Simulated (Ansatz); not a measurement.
`C[SiH2][GeH3]` → `[CH2]` (triplet) + `[SiH3][GeH3]` at 400 K and 1 bar (formal loss of a carbene).

Gas-phase electronic energies from Ansatz, PBE0-D4/def2-TZVP geometries. CCSD(T)/CBS is the MP2 limit (def2-TZVPP, def2-QZVPP) plus CCSD(T) − MP2 in def2-TZVPP, frozen cores. This one scheme is used for every species. Triplets are unrestricted, without spin–orbit coupling. For Ge outer-core shells are correlated without core-valence functions, which leaves a few kJ/mol of doubt a bond. Scalar relativity is left out up to krypton.

```csv
species,CCSD(T)/CBS energy (Eh),H − E (kJ/mol),S (J/(mol·K))
`C[SiH2][GeH3]`,-2408.05773,234.1,375.6
`[CH2]` (triplet),-39.09499,59.0,205.7
`[SiH3][GeH3]`,-2368.78170,150.2,319.5
```

H − E and S are ideal-gas, rigid-rotor, harmonic terms from PBE0-D4/def2-TZVP, with the whole ground term of open shells counted as degenerate. 1 Eh = 2625.50 kJ/mol, R = 8.31446 J/(mol·K).

Q: By hand: ΔE, ΔH, ΔS and ΔG.

A: ΔE = (-39.09499) + (-2368.78170) − (-2408.05773) = 0.18104 Eh = 475.3 kJ/mol. Δ(H − E) = 59.0 + 150.2 − 234.1 = -24.9, so ΔH = 450.4 kJ/mol. ΔS = 205.7 + 319.5 − 375.6 = 149.6 J/(mol·K). ΔG = 450.4 − 400 × (149.6)/1000 = 390.6 kJ/mol.

Q: By hand: the equilibrium constant, and the temperature at which ΔG would vanish if ΔH and ΔS stayed fixed.

A: log₁₀ K = −ΔG/(RT ln 10) = -51.0. ΔG = 0 at ΔH/ΔS = 3011 K, far beyond where these terms or the molecules hold.

The number of gas molecules changes by +1, which sets the sign of ΔS. A doubt of 5 kJ/mol in ΔE shifts log₁₀ K by 0.7 here. A triplet takes part, so the spin changes. These are equilibria of isolated gas molecules and say nothing of rates. Largest T1 diagnostic: 0.012 (customary marks: 0.02 for closed shells, 0.045 for open ones).
